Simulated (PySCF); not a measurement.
## Static response to an electric field

Species: C₄H₁₀O₂S.
Cartesian coordinates in Å at the GFN2-xTB level; atoms count from 1:
```xyz
17
C4H10O2S angstrom
C     -2.2686    0.4265    0.1297
C     -1.4113   -0.6606   -0.5062
C     -0.0101   -0.1603   -0.8065
S      0.9180   -0.0096    0.7582
C      2.6396    0.2099    0.2093
O      0.8265   -1.2565    1.4664
O      0.5246    1.1838    1.4568
H     -3.2370    0.0255    0.4170
H     -1.7765    0.8210    1.0138
H     -2.4285    1.2449   -0.5698
H     -1.8809   -1.0150   -1.4281
H     -1.3212   -1.5073    0.1775
H      0.5515   -0.8700   -1.4076
H     -0.0115    0.8217   -1.2703
H      2.6815    1.0831   -0.4281
H      2.9493   -0.6843   -0.3146
H      3.2475    0.3592    1.0926
```

Level: CAM-B3LYP/def2-SVPD (PySCF), static field, nuclei fixed, core orbitals frozen in the response. The polarisability tensor in these axes (au):

```
x   86.94  0.80  2.13
y    0.80 68.85  1.04
z    2.13  1.04 70.38
```

Question: What are the eigenvalues, a third of the trace, and Δα (Δα² = ½Σ(αi − αj)² over the three pairs)?

Answer: Principal values 68.32, 70.59 and 87.26 au; mean 75.39 au = 11.17 Å³ = 12.43 × 10⁻⁴⁰ C²·m²/J; Δα = 17.91 au (24 % of the mean).

Question: What is the dipole moment, and where does it point?

Answer: (1.25, 0.08, -4.42) D, 4.60 D in size, pointing from the negative to the positive side. Measured along this direction, the outermost atoms are H9 at the negative end and H13 at the positive end.

Question: Give the eigenvalues of the traceless quadrupole moment Θ = ½Σq(3rr − r²1), origin at the centre of nuclear charge.

Answer: -8.90, -3.02, 11.92 D·Å. The values depend on the origin, since the dipole doesn't vanish. The electronic extent ⟨r²⟩ about the same centre is 957 bohr², a root-mean-square distance of 2.02 Å for the 66 electrons.

Question: Find the Langevin capture rate constant for NH4+ (18.034 u) meeting this molecule (122.040 u), k = 2.342 × 10⁻⁹ cm³/s × √(α in Å³ / reduced mass in u).

Answer: The reduced mass is 15.71 u, so k = 1.97 × 10⁻⁹ cm³/s. The formula leaves out the permanent dipole, which adds to the capture rate.

Question: Form Σ f/ω² (atomic units) for the 8 lowest TDDFT singlets, given as eV and f, and set it beside the mean polarisability, which is this sum over all singlets: 7.58, 0.0095; 8.14, 0.0132; 8.28, 0.0968; 8.46, 0.0104; 8.66, 0.1008; 8.75, 0.0850; 8.78, 0.0037; 8.81, 0.0037.

Answer: They add up to 3.31 au, 4.4 % of the 75.39 au; the largest single term is 1.05 au, from the state at 8.28 eV. Terms in order: 0.12, 0.15, 1.05, 0.11, 1.00, 0.82, 0.04, 0.03 au. Higher excitations give the rest. The strengths listed sum to 0.323.

Isolated species at its GFN2-xTB geometry (one conformer only).

The run behind these numbers computed excited states as well. Time: 37 s. Hardware: one thread, x86-64 server, on a shared host.
